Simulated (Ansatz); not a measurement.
A short molecular-dynamics run on C2H7GeIn.

```yaml
crystal:
  periodic: [false, false, false]
  atoms:
    - {symbol: C, position_ang: [-1.660344, 1.066037, -0.465466]}
    - {symbol: C, position_ang: [-0.388208, 1.418447, -0.664475]}
    - {symbol: In, position_ang: [0.625806, 0.542112, -2.459339]}
    - {symbol: Ge, position_ang: [1.171193, -1.398887, 0.880895]}
    - {symbol: H, position_ang: [-2.177816, 0.360783, -1.120353]}
    - {symbol: H, position_ang: [-2.275422, 1.446569, 0.351184]}
    - {symbol: H, position_ang: [0.033670, 2.131969, 0.047735]}
    - {symbol: H, position_ang: [1.590071, -1.207160, -0.595832]}
    - {symbol: H, position_ang: [1.385862, -0.088846, 1.643914]}
    - {symbol: H, position_ang: [2.059250, -2.503498, 1.476362]}
    - {symbol: H, position_ang: [-0.298764, -1.824326, 0.925676]}
basis:
  gaussian: {orbitals: def2-SVP}
hamiltonian: {xc: {name: BLYP}, dispersion: d4}
md: {timestep: 0.5 fs, n_steps: 20, ensemble: nvt_nose_hoover, temperature: 700, initial_velocities: maxwell_boltzmann, seed: 5}
```

```sh
$ ansatz run in.yaml --threads 4 --pin off --events-out ev --progress --plain --max-ram 10444MiB
```

```json
{"step": "0", "time (fs)": "0.0", "potential energy (eV)": "-63869.3409", "kinetic (eV)": "0.8143", "T (K)": "700", "conserved (eV)": "-63868.5265"}
{"step": "1", "time (fs)": "0.5", "potential energy (eV)": "-63869.3300", "kinetic (eV)": "0.8036", "T (K)": "691", "conserved (eV)": "-63868.5264"}
{"step": "2", "time (fs)": "1.0", "potential energy (eV)": "-63869.2856", "kinetic (eV)": "0.7599", "T (K)": "653", "conserved (eV)": "-63868.5257"}
{"step": "3", "time (fs)": "1.5", "potential energy (eV)": "-63869.2175", "kinetic (eV)": "0.6928", "T (K)": "595", "conserved (eV)": "-63868.5247"}
{"step": "4", "time (fs)": "2.0", "potential energy (eV)": "-63869.1405", "kinetic (eV)": "0.6168", "T (K)": "530", "conserved (eV)": "-63868.5238"}
{"step": "5", "time (fs)": "2.5", "potential energy (eV)": "-63869.0700", "kinetic (eV)": "0.5471", "T (K)": "470", "conserved (eV)": "-63868.5229"}
{"step": "6", "time (fs)": "3.0", "potential energy (eV)": "-63869.0187", "kinetic (eV)": "0.4963", "T (K)": "427", "conserved (eV)": "-63868.5225"}
{"step": "7", "time (fs)": "3.5", "potential energy (eV)": "-63868.9942", "kinetic (eV)": "0.4719", "T (K)": "406", "conserved (eV)": "-63868.5224"}
{"step": "8", "time (fs)": "4.0", "potential energy (eV)": "-63868.9979", "kinetic (eV)": "0.4753", "T (K)": "409", "conserved (eV)": "-63868.5227"}
{"step": "9", "time (fs)": "4.5", "potential energy (eV)": "-63869.0249", "kinetic (eV)": "0.5017", "T (K)": "431", "conserved (eV)": "-63868.5233"}
{"step": "10", "time (fs)": "5.0", "potential energy (eV)": "-63869.0653", "kinetic (eV)": "0.5413", "T (K)": "465", "conserved (eV)": "-63868.5241"}
{"step": "11", "time (fs)": "5.5", "potential energy (eV)": "-63869.1059", "kinetic (eV)": "0.5812", "T (K)": "500", "conserved (eV)": "-63868.5250"}
{"step": "12", "time (fs)": "6.0", "potential energy (eV)": "-63869.1330", "kinetic (eV)": "0.6076", "T (K)": "522", "conserved (eV)": "-63868.5258"}
{"step": "13", "time (fs)": "6.5", "potential energy (eV)": "-63869.1346", "kinetic (eV)": "0.6089", "T (K)": "523", "conserved (eV)": "-63868.5263"}
{"step": "14", "time (fs)": "7.0", "potential energy (eV)": "-63869.1042", "kinetic (eV)": "0.5786", "T (K)": "497", "conserved (eV)": "-63868.5262"}
{"step": "15", "time (fs)": "7.5", "potential energy (eV)": "-63869.0433", "kinetic (eV)": "0.5184", "T (K)": "446", "conserved (eV)": "-63868.5255"}
{"step": "16", "time (fs)": "8.0", "potential energy (eV)": "-63868.9632", "kinetic (eV)": "0.4396", "T (K)": "378", "conserved (eV)": "-63868.5244"}
{"step": "17", "time (fs)": "8.5", "potential energy (eV)": "-63868.8826", "kinetic (eV)": "0.3604", "T (K)": "310", "conserved (eV)": "-63868.5231"}
{"step": "18", "time (fs)": "9.0", "potential energy (eV)": "-63868.8214", "kinetic (eV)": "0.3001", "T (K)": "258", "conserved (eV)": "-63868.5223"}
{"step": "19", "time (fs)": "9.5", "potential energy (eV)": "-63868.7923", "kinetic (eV)": "0.2712", "T (K)": "233", "conserved (eV)": "-63868.5222"}
{"step": "20", "time (fs)": "10.0", "potential energy (eV)": "-63868.7960", "kinetic (eV)": "0.2743", "T (K)": "236", "conserved (eV)": "-63868.5229"}
```

Velocities are drawn at the set temperature; a run this short doesn't reach equilibrium.

Frames (Å, forces in eV/Å):

```xyz
11
time=0.0 fs
C    -1.660    1.066   -0.465   -0.469   -0.122    0.072
C    -0.388    1.418   -0.664    0.628    0.177   -0.084
In    0.626    0.542   -2.459    0.255   -0.204   -0.452
Ge    1.171   -1.399    0.881    0.018    0.000   -0.014
H    -2.178    0.361   -1.120   -0.295   -0.378   -0.332
H    -2.275    1.447    0.351   -0.357    0.184    0.438
H     0.034    2.132    0.048    0.235    0.352    0.346
H     1.590   -1.207   -0.596    0.055    0.030   -0.218
H     1.386   -0.089    1.644    0.029    0.228    0.126
H     2.059   -2.503    1.476    0.159   -0.203    0.115
H    -0.299   -1.824    0.926   -0.258   -0.064    0.002
11
time=0.5 fs
C    -1.662    1.070   -0.468   -0.881   -0.151    0.372
C    -0.390    1.420   -0.664    0.908    0.642    0.352
In    0.626    0.542   -2.459    0.255   -0.196   -0.443
Ge    1.171   -1.399    0.880    0.168    0.036   -0.038
H    -2.185    0.356   -1.119   -0.194   -0.239   -0.239
H    -2.281    1.446    0.367   -0.102    0.037    0.063
H     0.029    2.147    0.069    0.015   -0.093   -0.116
H     1.599   -1.236   -0.589    0.065    0.100   -0.338
H     1.382   -0.103    1.647    0.042    0.405    0.167
H     2.063   -2.480    1.478    0.294   -0.395    0.221
H    -0.276   -1.835    0.932   -0.570   -0.146    0.000
11
time=1.0 fs
C    -1.663    1.074   -0.471   -1.260   -0.204    0.638
C    -0.391    1.421   -0.664    1.121    1.037    0.736
In    0.626    0.541   -2.459    0.255   -0.188   -0.435
Ge    1.171   -1.399    0.879    0.320    0.080   -0.075
H    -2.193    0.351   -1.118   -0.081   -0.083   -0.134
H    -2.286    1.446    0.382    0.131   -0.093   -0.294
H     0.024    2.161    0.091   -0.161   -0.476   -0.524
H     1.609   -1.265   -0.583    0.071    0.163   -0.441
H     1.377   -0.115    1.651    0.052    0.572    0.204
H     2.067   -2.457    1.480    0.425   -0.574    0.324
H    -0.255   -1.846    0.938   -0.874   -0.234    0.002
11
time=1.5 fs
C    -1.665    1.077   -0.473   -1.576   -0.275    0.856
C    -0.392    1.423   -0.664    1.256    1.348    1.052
In    0.626    0.541   -2.458    0.254   -0.180   -0.426
Ge    1.171   -1.398    0.878    0.467    0.124   -0.117
H    -2.201    0.346   -1.117    0.035    0.076   -0.027
H    -2.291    1.446    0.397    0.327   -0.199   -0.607
H     0.018    2.174    0.110   -0.288   -0.783   -0.860
H     1.618   -1.294   -0.579    0.072    0.220   -0.523
H     1.373   -0.127    1.656    0.058    0.720    0.231
H     2.073   -2.435    1.483    0.543   -0.730    0.417
H    -0.237   -1.858    0.945   -1.149   -0.320    0.005
11
time=2.0 fs
C    -1.667    1.081   -0.475   -1.809   -0.357    1.021
C    -0.393    1.425   -0.663    1.312    1.570    1.295
In    0.627    0.540   -2.458    0.252   -0.172   -0.416
Ge    1.171   -1.398    0.877    0.599    0.156   -0.158
H    -2.208    0.341   -1.117    0.146    0.227    0.070
H    -2.296    1.446    0.410    0.480   -0.276   -0.865
H     0.012    2.185    0.128   -0.369   -1.012   -1.120
H     1.628   -1.322   -0.575    0.066    0.271   -0.577
H     1.370   -0.136    1.661    0.059    0.841    0.244
H     2.080   -2.415    1.487    0.637   -0.851    0.495
H    -0.220   -1.871    0.951   -1.373   -0.397    0.010
11
time=2.5 fs
C    -1.669    1.085   -0.477   -1.948   -0.441    1.134
C    -0.393    1.427   -0.663    1.295    1.709    1.470
In    0.627    0.540   -2.458    0.247   -0.163   -0.404
Ge    1.171   -1.398    0.876    0.707    0.167   -0.188
H    -2.216    0.336   -1.116    0.245    0.361    0.149
H    -2.299    1.444    0.422    0.586   -0.324   -1.058
H     0.005    2.194    0.144   -0.409   -1.167   -1.305
H     1.638   -1.350   -0.573    0.051    0.316   -0.601
H     1.366   -0.144    1.666    0.054    0.928    0.240
H     2.088   -2.397    1.492    0.698   -0.929    0.550
H    -0.208   -1.884    0.958   -1.526   -0.455    0.014
11
time=3.0 fs
C    -1.672    1.088   -0.479   -1.991   -0.519    1.197
C    -0.393    1.429   -0.662    1.209    1.770    1.579
In    0.627    0.539   -2.457    0.241   -0.154   -0.391
Ge    1.171   -1.398    0.875    0.785    0.147   -0.200
H    -2.223    0.332   -1.115    0.326    0.470    0.207
H    -2.301    1.442    0.430    0.645   -0.343   -1.187
H    -0.003    2.201    0.156   -0.413   -1.255   -1.421
H     1.648   -1.376   -0.572    0.028    0.356   -0.593
H     1.362   -0.149    1.672    0.043    0.976    0.216
H     2.098   -2.382    1.498    0.718   -0.960    0.577
H    -0.198   -1.899    0.964   -1.592   -0.487    0.016
11
time=3.5 fs
C    -1.675    1.092   -0.481   -1.936   -0.586    1.213
C    -0.394    1.432   -0.660    1.063    1.760    1.625
In    0.627    0.539   -2.457    0.232   -0.144   -0.376
Ge    1.171   -1.398    0.874    0.830    0.090   -0.186
H    -2.229    0.330   -1.114    0.386    0.549    0.239
H    -2.301    1.439    0.436    0.661   -0.336   -1.249
H    -0.012    2.204    0.165   -0.386   -1.281   -1.470
H     1.658   -1.402   -0.573   -0.005    0.393   -0.556
H     1.359   -0.152    1.679    0.026    0.984    0.170
H     2.109   -2.369    1.506    0.694   -0.943    0.574
H    -0.193   -1.915    0.971   -1.566   -0.487    0.014
11
time=4.0 fs
C    -1.678    1.095   -0.482   -1.787   -0.638    1.184
C    -0.393    1.435   -0.659    0.863    1.681    1.607
In    0.628    0.538   -2.457    0.221   -0.133   -0.358
Ge    1.171   -1.397    0.873    0.843   -0.003   -0.144
H    -2.234    0.329   -1.112    0.423    0.596    0.245
H    -2.300    1.435    0.439    0.633   -0.303   -1.243
H    -0.021    2.204    0.170   -0.330   -1.245   -1.453
H     1.668   -1.427   -0.575   -0.046    0.426   -0.491
H     1.355   -0.153    1.686    0.003    0.953    0.105
H     2.123   -2.358    1.515    0.627   -0.882    0.541
H    -0.191   -1.932    0.977   -1.451   -0.453    0.007
11
time=4.5 fs
C    -1.682    1.098   -0.483   -1.549   -0.676    1.108
C    -0.393    1.439   -0.657    0.614    1.533    1.523
In    0.628    0.538   -2.456    0.208   -0.121   -0.337
Ge    1.171   -1.397    0.872    0.830   -0.128   -0.072
H    -2.238    0.329   -1.109    0.435    0.609    0.224
H    -2.297    1.431    0.439    0.563   -0.246   -1.170
H    -0.032    2.201    0.172   -0.246   -1.147   -1.367
H     1.677   -1.451   -0.578   -0.093    0.459   -0.406
H     1.352   -0.151    1.693   -0.023    0.886    0.022
H     2.137   -2.349    1.525    0.522   -0.784    0.482
H    -0.193   -1.950    0.984   -1.262   -0.386   -0.006
11
time=5.0 fs
C    -1.686    1.101   -0.484   -1.227   -0.697    0.986
C    -0.392    1.443   -0.654    0.323    1.314    1.363
In    0.628    0.537   -2.456    0.193   -0.107   -0.315
Ge    1.171   -1.397    0.871    0.797   -0.276    0.025
H    -2.241    0.330   -1.106    0.423    0.587    0.176
H    -2.293    1.426    0.436    0.451   -0.166   -1.027
H    -0.043    2.195    0.170   -0.134   -0.982   -1.206
H     1.687   -1.474   -0.582   -0.145    0.490   -0.306
H     1.348   -0.148    1.701   -0.052    0.790   -0.075
H     2.153   -2.342    1.537    0.387   -0.659    0.400
H    -0.198   -1.968    0.990   -1.016   -0.293   -0.024
11
time=5.5 fs
C    -1.691    1.104   -0.485   -0.830   -0.704    0.817
C    -0.392    1.447   -0.652   -0.006    1.018    1.121
In    0.628    0.537   -2.456    0.176   -0.093   -0.289
Ge    1.171   -1.397    0.870    0.754   -0.438    0.142
H    -2.243    0.333   -1.102    0.387    0.532    0.104
H    -2.287    1.420    0.431    0.298   -0.064   -0.813
H    -0.055    2.187    0.166    0.006   -0.746   -0.962
H     1.696   -1.495   -0.587   -0.198    0.519   -0.197
H     1.345   -0.142    1.708   -0.082    0.673   -0.180
H     2.170   -2.336    1.549    0.232   -0.518    0.303
H    -0.205   -1.988    0.997   -0.737   -0.180   -0.046
11
time=6.0 fs
C    -1.695    1.107   -0.486   -0.368   -0.697    0.603
C    -0.391    1.451   -0.649   -0.366    0.645    0.790
In    0.629    0.536   -2.455    0.158   -0.077   -0.262
Ge    1.172   -1.397    0.869    0.708   -0.602    0.272
H    -2.245    0.338   -1.098    0.328    0.445    0.008
H    -2.281    1.415    0.424    0.106    0.058   -0.532
H    -0.066    2.177    0.159    0.175   -0.435   -0.631
H     1.705   -1.516   -0.592   -0.252    0.548   -0.085
H     1.341   -0.135    1.715   -0.111    0.541   -0.289
H     2.188   -2.332    1.562    0.067   -0.371    0.197
H    -0.214   -2.008    1.003   -0.446   -0.055   -0.071
11
time=6.5 fs
C    -1.700    1.109   -0.486    0.140   -0.677    0.352
C    -0.391    1.456   -0.646   -0.747    0.200    0.370
In    0.629    0.536   -2.455    0.139   -0.061   -0.234
Ge    1.172   -1.397    0.868    0.664   -0.760    0.408
H    -2.245    0.343   -1.094    0.251    0.332   -0.106
H    -2.275    1.409    0.415   -0.116    0.194   -0.194
H    -0.077    2.167    0.151    0.369   -0.053   -0.214
H     1.714   -1.535   -0.598   -0.303    0.576    0.024
H     1.337   -0.126    1.721   -0.138    0.404   -0.397
H     2.206   -2.329    1.576   -0.098   -0.226    0.088
H    -0.225   -2.028    1.009   -0.161    0.073   -0.097
11
time=7.0 fs
C    -1.704    1.112   -0.486    0.672   -0.644    0.080
C    -0.390    1.460   -0.643   -1.135   -0.300   -0.121
In    0.629    0.535   -2.455    0.120   -0.044   -0.204
Ge    1.172   -1.397    0.867    0.626   -0.906    0.542
H    -2.245    0.349   -1.091    0.159    0.197   -0.234
H    -2.269    1.404    0.406   -0.358    0.337    0.181
H    -0.088    2.156    0.142    0.580    0.383    0.271
H     1.721   -1.552   -0.603   -0.350    0.601    0.126
H     1.332   -0.117    1.726   -0.162    0.266   -0.500
H     2.223   -2.326    1.590   -0.257   -0.089   -0.019
H    -0.235   -2.048    1.015    0.105    0.198   -0.123
11
time=7.5 fs
C    -1.709    1.114   -0.487    1.194   -0.594   -0.185
C    -0.390    1.465   -0.640   -1.508   -0.816   -0.644
In    0.629    0.535   -2.454    0.102   -0.027   -0.175
Ge    1.172   -1.396    0.866    0.595   -1.034    0.672
H    -2.244    0.356   -1.088    0.059    0.052   -0.367
H    -2.264    1.400    0.398   -0.597    0.476    0.559
H    -0.096    2.146    0.134    0.790    0.836    0.783
H     1.728   -1.569   -0.609   -0.392    0.624    0.217
H     1.328   -0.107    1.730   -0.182    0.135   -0.594
H     2.240   -2.323    1.604   -0.404    0.034   -0.120
H    -0.245   -2.068    1.021    0.343    0.315   -0.147
11
time=8.0 fs
C    -1.713    1.116   -0.487    1.667   -0.527   -0.407
C    -0.391    1.469   -0.637   -1.835   -1.289   -1.135
In    0.630    0.534   -2.454    0.084   -0.010   -0.147
Ge    1.172   -1.396    0.865    0.572   -1.143    0.793
H    -2.243    0.363   -1.085   -0.042   -0.093   -0.496
H    -2.260    1.397    0.390   -0.809    0.594    0.897
H    -0.103    2.138    0.128    0.976    1.248    1.257
H     1.734   -1.583   -0.613   -0.427    0.645    0.296
H     1.322   -0.096    1.732   -0.198    0.013   -0.676
H     2.256   -2.321    1.617   -0.534    0.142   -0.212
H    -0.255   -2.087    1.026    0.547    0.420   -0.169
11
time=8.5 fs
C    -1.717    1.118   -0.487    2.048   -0.440   -0.547
C    -0.391    1.473   -0.634   -2.083   -1.649   -1.510
In    0.630    0.534   -2.454    0.068    0.006   -0.121
Ge    1.173   -1.396    0.864    0.554   -1.232    0.902
H    -2.243    0.369   -1.084   -0.133   -0.224   -0.610
H    -2.259    1.395    0.385   -0.965    0.677    1.144
H    -0.108    2.132    0.124    1.107    1.550    1.612
H     1.738   -1.597   -0.617   -0.455    0.662    0.359
H     1.317   -0.086    1.733   -0.211   -0.096   -0.747
H     2.271   -2.318    1.630   -0.646    0.234   -0.294
H    -0.263   -2.105    1.031    0.717    0.513   -0.188
11
time=9.0 fs
C    -1.721    1.120   -0.488    2.300   -0.336   -0.575
C    -0.392    1.477   -0.632   -2.224   -1.831   -1.697
In    0.630    0.533   -2.454    0.054    0.020   -0.098
Ge    1.173   -1.396    0.863    0.540   -1.301    1.000
H    -2.243    0.375   -1.085   -0.206   -0.327   -0.697
H    -2.259    1.395    0.383   -1.041    0.712    1.259
H    -0.110    2.131    0.125    1.159    1.679    1.772
H     1.742   -1.608   -0.620   -0.476    0.675    0.407
H     1.311   -0.076    1.732   -0.219   -0.190   -0.804
H     2.284   -2.314    1.643   -0.739    0.308   -0.364
H    -0.269   -2.121    1.036    0.852    0.591   -0.204
11
time=9.5 fs
C    -1.724    1.122   -0.489    2.402   -0.222   -0.481
C    -0.394    1.480   -0.630   -2.242   -1.806   -1.657
In    0.630    0.533   -2.453    0.043    0.034   -0.077
Ge    1.173   -1.396    0.863    0.529   -1.353    1.085
H    -2.243    0.380   -1.087   -0.253   -0.389   -0.746
H    -2.262    1.397    0.384   -1.026    0.692    1.221
H    -0.109    2.134    0.130    1.119    1.607    1.702
H     1.744   -1.618   -0.623   -0.489    0.685    0.439
H     1.304   -0.066    1.729   -0.224   -0.268   -0.847
H     2.295   -2.310    1.654   -0.812    0.366   -0.423
H    -0.274   -2.136    1.040    0.954    0.654   -0.217
11
time=10.0 fs
C    -1.726    1.124   -0.489    2.351   -0.110   -0.278
C    -0.395    1.483   -0.628   -2.142   -1.589   -1.405
In    0.631    0.532   -2.453    0.033    0.046   -0.059
Ge    1.174   -1.397    0.862    0.520   -1.389    1.157
H    -2.243    0.385   -1.091   -0.268   -0.403   -0.750
H    -2.268    1.400    0.387   -0.923    0.621    1.036
H    -0.106    2.140    0.139    0.991    1.350    1.417
H     1.746   -1.627   -0.624   -0.495    0.690    0.455
H     1.297   -0.057    1.725   -0.226   -0.329   -0.876
H     2.304   -2.304    1.665   -0.866    0.410   -0.469
H    -0.276   -2.150    1.043    1.024    0.703   -0.226
```

It took 51 s on 4 threads of an Arm Neoverse N1 on a shared host, with 0.55 GiB of host memory at the peak.
